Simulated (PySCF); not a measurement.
Isomers of C6H11FOS, one GFN2-xTB conformer each. Single-point energies are computed at PBE0/pcSseg-1 (PySCF, gas phase, no added dispersion term), electronic only.

| SMILES | GFN2-xTB relative energy (kJ/mol) |
| --- | --- |
| O=[S@@]1CCCC[C@H](F)C1 | 0.0 |
| CS/C(=C/F)[C@@H](C)CO | 71.2 |

Conformers: `[O:1]=[S@@:2]1[CH2:3][CH2:4][CH2:5][CH2:6][C@H:7]([F:8])[CH2:9]1` with O1–S2–C3–C4 174°, S2–C3–C4–C5 61°, C3–C4–C5–C6 -72°, C4–C5–C6–C7 98°; `[CH3:1][S:2]/[C:3](=[CH:4]/[F:5])[C@@H:6]([CH3:7])[CH2:8][OH:9]` with C1–S2–C3–C4 -12°, S2–C3–C6–C7 126°, C3–C6–C8–O9 55°, C6–C8–O9–H 55°.

Task: What does PBE0/pcSseg-1 give for the same structures?

Result: 
```json
{"SMILES": "CS/C(=C/F)[C@@H](C)CO", "PBE0/pcSseg-1 E (Eh)": "-807.81981", "PBE0/pcSseg-1 (kJ/mol)": "0.0", "GFN2-xTB (kJ/mol)": "71.2", "point group": "C1"}
{"SMILES": "O=[S@@]1CCCC[C@H](F)C1", "PBE0/pcSseg-1 E (Eh)": "-807.80931", "PBE0/pcSseg-1 (kJ/mol)": "27.6", "GFN2-xTB (kJ/mol)": "0.0", "point group": "C1"}
```

GFN2-xTB puts O=[S@@]1CCCC[C@H](F)C1 lowest instead. As drawn, the lower has an O–H bond and a C=C bond outside aromatic rings, which the higher lacks; the higher has an S=O bond, which the lower lacks.

Task: Which frontier levels, dipoles and rotational constants go with these structures?

Result: 
```csv
SMILES,"HOMO (eV, PBE0/pcSseg-1)",LUMO (eV),dipole (D),"A, B, C (MHz)"
CS/C(=C/F)[C@@H](C)CO,-6.10,0.39,1.68,"1589, 1009, 852.9"
O=[S@@]1CCCC[C@H](F)C1,-6.66,0.65,3.54,"1946, 1186, 838.3"
```
